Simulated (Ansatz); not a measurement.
Total energies of hydrogen selenide (`[SeH2]`).

Bond lengths: Se1–H2 1.467 Å, Se1–H3 1.467 Å. Angles: H2–Se1–H3 91.2°.

Total charge 0; spin multiplicity 1. Correlated methods include outer-core shells of Se, which these sets cover unevenly. Scalar relativity is left out up to krypton. Geometry: relaxed with PBE0-D4/def2-TZVP. Basis def2-TZVPP, the Gaussian-basis code of Ansatz.

RPA on PBE orbitals: Hartree–Fock energy of these orbitals -2400.98631 Eh, correlation -0.45603 Eh (frozen core).

```csv
functional,kind,energy without D4 (Eh),D4 term (kJ/mol)
LDA (SPW92),LDA,-2399.30262,–
PBE,GGA,-2402.38393,-1.7
revPBE,GGA,-2402.55271,-6.4
BLYP,GGA,-2402.78290,-4.1
r2SCAN,meta-GGA,-2402.73603,-0.4
B97M-V,meta-GGA with VV10,-2402.31114,–
PBE0,"global hybrid, 25 % exact exchange",-2402.46291,-1.4
B3LYP,"global hybrid, 20 %",-2402.79026,-2.9
r2SCANh,"meta-GGA hybrid, 10 %",-2402.73284,-0.4
r2SCAN0,"meta-GGA hybrid, 25 %",-2402.72853,-0.4
HSE06 (plane-wave form),screened hybrid,-2402.46555,-1.3
BHLYP,"global hybrid, 50 %",-2402.73508,-2.0
CAM-B3LYP,range-separated hybrid,-2402.87293,-1.4
LC-ωPBE,long-range corrected hybrid,-2402.42449,–
ωB97X-V,range-separated hybrid GGA with VV10,-2402.52733,–
ωB97M-V,range-separated hybrid meta-GGA with VV10,-2402.60522,–
B2PLYP,double hybrid,-2402.36791,–
PBE-QIDH,double hybrid,-2402.14606,–
```

B3LYP takes the VWN-RPA correlation (the form of Gaussian; ORCA's B3LYP/G). HSE06 is the plane-wave form, built on full-range PBE exchange. The double hybrids freeze the cores in their second-order part.

LC-ωPBE has ω = 0.4 bohr⁻¹.
